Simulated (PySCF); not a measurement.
## Homolysis of `[GeH3][O][GeH3]` (Ge2H6O), bond by bond

Molecule: `[GeH3][O][GeH3]` (Ge2H6O). Atom numbers as in the mapped SMILES `[GeH3:1][O:2][GeH3:3]`.

Computed at M06-2X/def2-TZVP // PBE0-D3(BJ)/def2-SVP with PySCF (density fitting, grid level 3). Zero-point and thermal terms (298.15 K, 1 bar) come from unscaled PBE0-D3(BJ)/def2-SVP harmonic frequencies, with soft modes damped to free rotors in the entropy.

```tsv
bond	r / Å	radicals	BDE(298 K) / kJ/mol	BDFE / kJ/mol	D₀ / kJ/mol	Dₑ / kJ/mol
Ge1–H	1.544	[GeH2][O][GeH3] + H•	336	301	331	355
Ge1–O2	1.776	GeH3• + [O][GeH3]	433	386	430	447
```

Homolysis to relaxed radicals in the gas phase; the table need not hold every single bond outside rings.

Weakest of these: Ge1–H (336 kJ/mol); strongest: Ge1–O2 (433 kJ/mol).

Known limits: spin-orbit coupling is left out of the energies, which matters for open shells on the heavier atoms; atoms from Ga to Kr are treated without relativity.
